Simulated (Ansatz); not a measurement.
`C[S][GeH2][Cl]` → Cl• + `C[S][GeH2]`•  (homolysis of the Cl–Ge bond)

Isolated molecules relaxed with PBE0-D4/def2-TZVP in Ansatz; ΔE leaves out vibrations. CCSD(T)/CBS is the MP2 limit (def2-TZVPP, def2-QZVPP) plus CCSD(T) − MP2 in def2-TZVPP, frozen cores. This one scheme is used for every species, atoms too. DFT in def2-TZVPP. Open shells (•) are unrestricted, without spin–orbit coupling. Spin–orbit coupling would lower the free atoms: a little for Cl. Bonds to Ge are less sure, by a few kJ/mol each and by 10 to 20 or more in all where they break to atoms, as the def2 sets lack core-valence functions. Scalar relativity is left out up to krypton. One conformer a species, not always the lowest.

`C[S][GeH2][Cl]`:

```xyz
9

C     0.048    0.913    1.256
S    -0.537   -0.788    1.018
Ge   -0.241   -0.960   -1.148
Cl    1.861   -0.753   -1.620
H     1.093    1.007    0.964
H    -0.564    1.624    0.701
H    -0.043    1.124    2.322
H    -0.689   -2.355   -1.591
H    -0.927    0.189   -1.902
```

`C[S][GeH2]`•:

```xyz
8

C    -0.945    0.485    0.845
S    -0.582    0.567   -0.928
Ge    1.453   -0.286   -0.963
H    -0.297    1.155    1.409
H    -0.844   -0.534    1.220
H    -1.979    0.808    0.969
H     1.457   -1.582   -0.105
H     1.737   -0.612   -2.447
```

(1) What is ΔE at CCSD(T)/CBS? (Best estimate.)

(2) What do these levels give: revPBE, CAM-B3LYP, HF/def2-SVP, MP2/def2-QZVPP, MP2/CBS(def2), CCSD/CBS(def2)? (An estimate is asked.)

Largest T1 diagnostic among the species: 0.015.

Answers

(1) Computed: +4.34 eV.

(2) Computed: revPBE 3.94, CAM-B3LYP 4.06, HF/def2-SVP 3.15, MP2/def2-QZVPP 4.52, MP2/CBS(def2) 4.59, CCSD/CBS(def2) 4.24 eV.

At CCSD(T), def2-SVP lies −0.42 eV from the extrapolated value and def2-TZVPP −0.16 eV: correlation converges slowly with the basis, and small sets miss more of it in the bonded molecule than in its fragments. From BLYP to BHLYP (50 % exact exchange), in def2-TZVPP and without D4, ΔE moves by +0.11 eV. Leaving LDA and LC-ωPBE aside and taking each functional with its dispersion term where it has one, the values, not all of them listed here, spread over 0.35 eV, from BLYP-D4 to ωB97X-V. LDA lies +0.61 eV from PBE without D4, its usual overbinding.
